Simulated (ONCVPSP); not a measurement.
# Lu (Z = 71), ONCV: configuration errors across variants

- Element: lutetium
- Generator: ONCVPSP 4.0.1
- Type: optimised norm-conserving Vanderbilt (ONCV)
- Functional: PW91
- Relativity: scalar-relativistic
- Frozen core: [Kr] 4d10
- Valence charge: 25
- Reference configuration: 4f14 5s2 5p6 5d1 6s1 (charge +1)
- Partial waves: 5s+6s: rc 1.95 bohr, ncon 3, nbas 6, qcut 6.1 1/bohr, 3 projectors, debl 1.5 Ha; 5p: rc 1.85 bohr, ncon 4, nbas 7, qcut 6.6 1/bohr, 2 projectors, debl 0.5 Ha; 5d: rc 2.25 bohr, ncon 4, nbas 7, qcut 3.8 1/bohr, 1 projector; 4f: rc 0.90 bohr, ncon 3, nbas 7, qcut 22.7 1/bohr, 1 projector
- Local potential: polynomial inside 0.90 bohr (lpopt 5, dvloc0 0 Ha)
- Core correction: Teter function, fcfact 1.75, rcfact 1.65

In the p channel the program set the typed energies aside and used -1.413, 0.250 Ha.

All-electron excitation energies from the reference (eV): (1) 4f14 5s2 5p6 5d1 6s2 -7.415; (2) 4f14 5s2 5p6 5d1 6s0 13.301; (3) 4f14 5s2 5p6 5d0 6s0 33.357; (4) 4f13 5s2 5p6 5d2 6s2 3.513.

1 further variants failed, have other tests or too few solved ones, and are left out.

A true bound ghost makes a file unfit for plane-wave use even where its test errors are small: the radial tests pick states by their node count and pass the ghost by.

Errors AE − PS in meV (a dash: test not solved or not reliable):

| change | (1) | (2) | (3) | (4) | bound ghosts | GHOST(+) flags above zero |
| --- | --- | --- | --- | --- | --- | --- |
| base | +1.6 | -4.2 | -4.9 | -37 | s | p, d |
| all radii but the core radius scaled by about 0.78 (s 1.52, p 1.44, d 1.76, f 0.70 bohr); local potential polynomial inside 0.70 bohr (lpopt 5, dvloc0 0 Ha) | +1.7 | -4.0 | -13 | -96 | s, p | d |
| all radii but the core radius scaled by about 0.90 (s 1.76, p 1.66, d 2.02, f 0.80 bohr); local potential polynomial inside 0.80 bohr (lpopt 5, dvloc0 0 Ha) | +1.6 | -4.2 | -11 | -64 | s | p |
| all radii but the core radius scaled by about 1.07 (s 2.08, p 1.98, d 2.40, f 0.96 bohr); local potential polynomial inside 0.96 bohr (lpopt 5, dvloc0 0 Ha) | +1.6 | -4.5 | +2.2 | -40 | none | s, p, d |
| all radii but the core radius scaled by about 1.13 (s 2.20, p 2.08, d 2.54, f 1.02 bohr); local potential polynomial inside 1.02 bohr (lpopt 5, dvloc0 0 Ha) | +1.6 | -5.0 | +12 | -53 | none | s, p, d |
| all radii but the core radius scaled by about 1.19 (s 2.32, p 2.20, d 2.66, f 1.06 bohr); local potential polynomial inside 1.06 bohr (lpopt 5, dvloc0 0 Ha) | +1.5 | -5.6 | +22 | -50 | none | s, p, d |
| all radii but the core radius scaled by about 1.27 (s 2.48, p 2.34, d 2.86, f 1.14 bohr); local potential polynomial inside 1.14 bohr (lpopt 5, dvloc0 0 Ha) | +1.3 | -7.2 | +44 | -44 | none | s, d |

Task: Give the same row for: all radii but the core radius scaled by about 0.82 (s 1.60, p 1.52, d 1.86, f 0.74 bohr); local potential polynomial inside 0.74 bohr (lpopt 5, dvloc0 0 Ha).

Result: –, –, –, –; bound ghosts: s, p; GHOST(+) flags above zero: d.
